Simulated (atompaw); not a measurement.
## What one change does to a pseudopotential (Si, PAW (atompaw))

* Element: silicon
* Generator: atompaw 4.2.0.5
* Type: PAW
* Functional: LDA (PW92)
* Relativity: non-relativistic
* Frozen core: [Ne]
* Valence charge: 4
* Reference configuration: 3s2 3p2
* Partial waves: 3s (bound): rc 1.75 bohr; 3s channel at 0.05 Ry: rc 1.50 bohr; 3p (bound): rc 1.75 bohr; 3p channel at 0.45 Ry: rc 1.75 bohr
* Local potential: troulliermartins scheme with l = 2 at 1 Ry, radius 1.20 bohr
* Core correction: smooth core density matched at 1.20 bohr
* Augmentation charge: gaussian compensation charge, radius 1.50 bohr; PAW radius 1.75 bohr; waves and projectors: custom polynom vanderbiltortho

All-electron outer shells of the reference configuration (LDA (PW92), non-relativistic, ld1.x):

```csv
shell,level (eV),outermost node (bohr),outermost maximum (bohr)
2p,-95.64,–,0.39
3s,-10.83,0.72,1.77
3p,-4.17,0.72,2.14
```

Change: wave 3p channel at 0.45 Ry: rc 1.75 bohr becomes 3p channel at 0.45 Ry: rc 1.40 bohr.

Cutoffs: the cutoffs (Ry, on a coarse ladder) from which the occupation-weighted sum of valence levels, in a spherical-Bessel basis at the reference potential, stays within 10 and 1 mRy of its value at 400 Ry; they do not see the model core or the augmentation charge, which bear on the density cutoff.

Problem. What does the change do?

Solution. The potential gets softer (35 Ry and 35 Ry → 15 Ry and 21 Ry); the bound ghosts move from p, s to s; the range in which the p phases agree narrows (upper end at the end of the scan → 3.6).

```csv
quantity,base,changed
"cutoff, loose",35 Ry,15 Ry
"cutoff, tight",35 Ry,21 Ry
bound ghosts,"p, s",s
s: phases at 1.75 bohr within 0.05 rad from the reference energy up to (Ry; the scan ends near 5),to the end of the scan,to the end of the scan
p: phases at 1.75 bohr within 0.05 rad from the reference energy up to (Ry; the scan ends near 5),to the end of the scan,3.6
lowest overlap eigenvalue by channel,"s 0.02, p 0.71","s 0.02, p 0.22"
```

 A true bound ghost makes a file unfit for plane-wave use even where its test errors are small: the radial tests pick states by their node count and pass the ghost by. The cutoffs see the waves, projectors and local potential, not the compensation charge or the core.
